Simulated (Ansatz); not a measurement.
Consider the homolysis of the Br–Ga bond: `[OH][Ga]([Br])[Br]` → Br• + `[OH][Ga][Br]`•.

Gas-phase electronic energies from Ansatz, PBE0-D4/def2-TZVP geometries. CBS: MP2 limit from def2 TZ/QZ plus the TZ coupled-cluster correction, frozen cores. DFT in def2-TZVPP. No spin–orbit coupling; open shells (•) take unrestricted orbitals. Spin–orbit coupling would lower the free atoms: clearly for Br. Bonds to Br, Ga are less sure, by a few kJ/mol each and by 10 to 20 or more in all where they break to atoms, as the def2 sets lack core-valence functions. Scalar relativity is left out up to krypton. Each species was taken in one conformer, which may not be the lowest.

`[OH][Ga]([Br])[Br]`:

Z-matrix (Å, degrees):
```
Ga
O 1 1.767
Br 1 2.255 2 118.3
Br 1 2.270 2 120.3 3 -180.0
H 2 0.961 1 112.8 3 -180.0
```

`[OH][Ga][Br]`•:

Z-matrix (Å, degrees):
```
O
Ga 1 1.795
H 1 0.961 2 114.2
Br 2 2.313 1 116.0 3 180.0
```

```tsv
level	ΔE (kJ/mol)
r2SCAN-D4	373.3
revPBE	340.0
r2SCANh	370.9
SCS-MP2/def2-TZVPP	385.8
```

Q: What does CCSD(T)/CBS give? (Estimate.)

A: The calculation gave: +395.9 kJ/mol. The listed levels differ from it by -22.6, -55.9, -25.0, -10.1 kJ/mol.

Largest T1 diagnostic among the species: 0.014.

In def2-TZVPP, CCSD(T) changes the Hartree–Fock value by +95.6 kJ/mol (the triples alone add +8.0 kJ/mol) and MP2 by +114.4 kJ/mol; breaking electron pairs costs correlation energy, which Hartree–Fock lacks. At CCSD(T), def2-SVP lies −30.6 kJ/mol from the extrapolated value and def2-TZVPP −16.7 kJ/mol: correlation converges slowly with the basis, and small sets miss more of it in the bonded molecule than in its fragments. From BLYP to BHLYP (50 % exact exchange), in def2-TZVPP and without D4, ΔE moves by +19.5 kJ/mol.

CCSD(T)/CBS has its own doubt, a few kJ/mol and more with outer-core shells, so smaller differences from it don't rank the levels.
